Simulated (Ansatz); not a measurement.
The same path of CH$_{6}$GaN (9 atoms, charge 0, multiplicity 1) was run twice with different band settings. Lost on the way: Ga1–C2, Ga1–H6. Made: C2–H6.

Level of theory: RHF/def2-SVP (Ansatz 0.2.0).

Relaxed end points:

```xyz
9
Properties=species:S:1:pos:R:3
Ga 0.511 0.177 -0.129
C 0.955 -0.105 1.784
H 0.083 -0.406 2.368
H 1.721 -0.878 1.894
H 1.359 0.811 2.224
H 1.566 0.568 -1.231
N -1.211 -0.016 -0.687
H -1.979 -0.262 -0.094
H -1.519 0.111 -1.631
```

```xyz
9
Properties=species:S:1:pos:R:3
Ga -0.942 0.038 -2.774
C 1.475 -0.120 1.838
H 1.177 -0.897 2.542
H 1.570 0.829 2.366
H 0.725 -0.029 1.053
H 2.436 -0.383 1.395
N -1.514 0.162 -1.004
H -1.783 -0.616 -0.427
H -1.660 1.015 -0.490
```

Common settings: movable images 7; climbing image yes; spring 5.0 eV/Å²; optimiser quadratic models (default); force threshold 0.03 eV/Å; iteration limit 60; end points relaxed.

| run | start path |
| --- | --- |
| 1 | through a guess of the saddle point |
| 2 | straight line |

Problem. What does each run give, and how far can it be trusted?

Solution. Run 1: converged after 32 iterations, highest image 3.903 eV above the first end. Neighbouring images differ by up to 3.9 eV, so the band resolves the path poorly. A vibrational analysis at the climbing image gives one clearly imaginary mode, 1693i cm⁻¹: a first-order saddle point.
Run 2: converged after 26 iterations, highest image 3.903 eV above the first end. Neighbouring images differ by up to 3.9 eV, so the band resolves the path poorly. Another band between the same ends (7 images) ends at a top of the same energy, where a vibrational analysis finds 1 clearly imaginary mode.
The orbitals stay closed-shell, which can raise the energy where a bond breaks towards radicals; this wasn't checked here.
